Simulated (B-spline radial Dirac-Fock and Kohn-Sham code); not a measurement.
## Satellites and hypersatellites of the K lines of Sb⁵⁺

System: Sb⁵⁺, configuration [Kr] 4d10, inside a Watson sphere of charge -5 and radius 2 Å (a model of the Madelung potential; inside it an electron's potential energy is raised by 36.0 eV).

Method: relaxed Dirac-Fock hole states (ΔSCF) with Breit and QED corrections and a finite nucleus. Computed with a B-spline atomic structure program. Each two-hole energy is an average over J within one jj subconfiguration, not an observable level; in light atoms, where LS coupling holds, the j-resolved values are not observed lines, and for a K spectator the Kα1 hypersatellite is nearly forbidden. Correlation and solid-state effects are left out.

Lines without a spectator: Kα2 (K-L2) 26109.1 eV, Kα1 (K-L3) 26357.6 eV, Kβ3 (K-M2) 29676.1 eV, Kβ1 (K-M3) 29723.0 eV. Shifts in eV with one spectator hole (a dash: not computed, or left out as unreliable):

```tsv
spectator hole	Kα2	Kα1	Kβ3	Kβ1
K (1s)	+591.1	+610.8	+754.8	+759.1
L2 (2p1/2)	+65.8	+83.2	–	+175.2
L3 (2p3/2)	+63.5	+64.0	+153.9	–
M2 (3p1/2)	–	+9.89	+21.98	+26.61
M3 (3p3/2)	+7.20	–	+22.40	+21.87
M4 (3d3/2)	+1.46	-1.26	–	–
M5 (3d5/2)	-1.78	+0.25	–	–
```

With n spectator holes in 2p, averaged over the 2p shell (energies in eV):

```
n     KαLⁿ   step  hypersatellite KαʰLⁿ
0  26274.7      –               26878.9
1  26343.8  +69.1               26949.6
2  26414.3  +70.4               27021.5
3  26486.0  +71.7               27094.7
4  26559.0  +73.0               27169.2
5  26633.3  +74.3               27245.0
```
